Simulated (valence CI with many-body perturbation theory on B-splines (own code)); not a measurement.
Ir71+: calculated level list

Method: valence CI with perturbative core correlation (CI+MBPT): four valence electrons over a frozen Dirac-Fock core [He], radial functions for each j: 9 s, 9 p, 8 d, 6 f, 3 g, 1 h, with the one-electron correlation potential Σ1, the two-electron term Σ2, the three-electron term Σ3, Breit, model QED; selected CI, second order for the rest, scaled by the run's own slope (own B-spline code, finite nucleus).

No measured spectrum was set against this ion. As an estimate, large intervals hold to a few tenths of a per cent, small ones and those within an open d or f shell to about a per cent.

Levels 1 to 40 of 40, with energies above the lowest level, (2s^2 2p1/2^2) J=0. "Leading %" is the weight of the configuration and term that name the level; weights of strongly mixed levels are sums over their largest components and can fall short. In the jj column 3d3/2^4 stands for four electrons in 3d with j = 3/2.

```
No.  Configuration  Term  J  E (× 10³ cm⁻¹)  Leading %    Second component      g                Leading jj
  1        2s2 2p2    3P  0            0.00         68     32 % 2s2 2p2 1S             2s^2 2p1/2^2 (100 %)
  2        2s2 2p2    3P  1           13702        100                      1.465  2s^2 2p1/2 2p3/2 (100 %)
  3        2s2 2p2    1D  2           13849         66     34 % 2s2 2p2 3P  1.129  2s^2 2p1/2 2p3/2 (100 %)
  4         2s 2p3   3P°  2           16306         49     26 % 2s 2p3 5S°  1.484  2s 2p1/2^2 2p3/2 (100 %)
  5         2s 2p3   1P°  1           17055         31     30 % 2s 2p3 3D°  1.112  2s 2p1/2^2 2p3/2 (100 %)
  6        2s2 2p2    3P  2           27767         65     34 % 2s2 2p2 1D  1.289       2s^2 2p3/2^2 (99 %)
  7        2s2 2p2    1S  0           28306         67     32 % 2s2 2p2 3P              2s^2 2p3/2^2 (99 %)
  8         2s 2p3   5S°  2           29765         50     46 % 2s 2p3 3D°  1.544  2s 2p1/2 2p3/2^2 (100 %)
  9         2s 2p3   3D°  3           30131        100                      1.290  2s 2p1/2 2p3/2^2 (100 %)
 10         2s 2p3   3P°  0           30679        100                             2s 2p1/2 2p3/2^2 (100 %)
 11         2s 2p3   3S°  1           30872         53     44 % 2s 2p3 3D°  1.297  2s 2p1/2 2p3/2^2 (100 %)
 12         2s 2p3   1D°  2           30942         74     21 % 2s 2p3 3D°  1.041  2s 2p1/2 2p3/2^2 (100 %)
 13         2s 2p3   3P°  1           30981         64     33 % 2s 2p3 1P°  1.286  2s 2p1/2 2p3/2^2 (100 %)
 14            2p4    3P  2           33696         67         32 % 2p4 1D  1.300    2p1/2^2 2p3/2^2 (99 %)
 15            2p4    1S  0           34256         65         35 % 2p4 3P           2p1/2^2 2p3/2^2 (99 %)
 16         2s 2p3   3P°  2           44347         51     19 % 2s 2p3 5S°  1.434        2s 2p3/2^3 (100 %)
 17         2s 2p3   1P°  1           45084         36     25 % 2s 2p3 3D°  1.148        2s 2p3/2^3 (100 %)
 18            2p4    3P  1           47541        100                      1.466     2p1/2 2p3/2^3 (100 %)
 19            2p4    1D  2           47690         68         32 % 2p4 3P  1.118     2p1/2 2p3/2^3 (100 %)
 20            2p4    3P  0           61852         65         35 % 2p4 1S                  2p3/2^4 (100 %)
 21      2s2 2p 3s   3P°  0           92240        100                                2s^2 2p1/2 3s (100 %)
 22      2s2 2p 3s   3P°  1           92269         67  33 % 2s2 2p 3s 1P°  1.297     2s^2 2p1/2 3s (100 %)
 23      2s2 2p 3p    3D  1           93002         74   22 % 2s2 2p 3p 1P  0.629  2s^2 2p1/2 3p1/2 (100 %)
 24      2s2 2p 3p    3P  0           93421         67   32 % 2s2 2p 3p 1S          2s^2 2p1/2 3p1/2 (99 %)
 25      2s 2p2 3s    5P  1           94629         41   32 % 2s 2p2 3s 3S  1.993      2s 2p1/2^2 3s (99 %)
 26      2s 2p2 3s    3P  0           94960         68   32 % 2s 2p2 3s 1S             2s 2p1/2^2 3s (99 %)
 27      2s 2p2 3p   3P°  1           95463         33  20 % 2s 2p2 3p 5D°  1.329  2s 2p1/2^2 3p1/2 (100 %)
 28      2s 2p2 3p   3P°  0           95470         52  41 % 2s 2p2 3p 5D°          2s 2p1/2^2 3p1/2 (99 %)
 29      2s2 2p 3p    3D  2           97245         52   32 % 2s2 2p 3p 1D  1.141  2s^2 2p1/2 3p3/2 (100 %)
 30      2s2 2p 3p    3P  1           97253         49   30 % 2s2 2p 3p 3S  1.495   2s^2 2p1/2 3p3/2 (99 %)
 31      2s2 2p 3d   3F°  2           97797         75  20 % 2s2 2p 3d 1D°  0.739  2s^2 2p1/2 3d3/2 (100 %)
 32      2s2 2p 3d   3D°  1           98016         50  32 % 2s2 2p 3d 1P°  0.825  2s^2 2p1/2 3d3/2 (100 %)
 33      2s2 2p 3d   3P°  2           98967         47  35 % 2s2 2p 3d 3D°  1.283   2s^2 2p1/2 3d5/2 (98 %)
 34      2s2 2p 3d   3F°  3           99004         46  32 % 2s2 2p 3d 1F°  1.090  2s^2 2p1/2 3d5/2 (100 %)
 35      2s 2p2 3p   3P°  2           99659         36  18 % 2s 2p2 3p 5P°  1.488   2s 2p1/2^2 3p3/2 (97 %)
 36      2s 2p2 3p   3D°  1           99702         30  22 % 2s 2p2 3p 1P°  1.140  2s 2p1/2^2 3p3/2 (100 %)
 37      2s 2p2 3d    3D  1          100200         47   34 % 2s 2p2 3d 5F  0.473  2s 2p1/2^2 3d3/2 (100 %)
 38      2s 2p2 3d    3D  2          100250         30   16 % 2s 2p2 3d 5F  1.102   2s 2p1/2^2 3d3/2 (99 %)
 39      2s 2p2 3d    3D  3          101350         38   17 % 2s 2p2 3d 5D  1.323  2s 2p1/2^2 3d5/2 (100 %)
 40      2s 2p2 3d    3F  2          101490         26   22 % 2s 2p2 3d 1D  1.035   2s 2p1/2^2 3d5/2 (99 %)
```

The ionisation energy to 2s2 2p 2P°_1/2 of the next ion comes out as 20214 eV (NIST: 20210 ± 60 eV (theoretical)). All 40 levels together are meant to be complete up to 101710 × 10³ cm⁻¹.
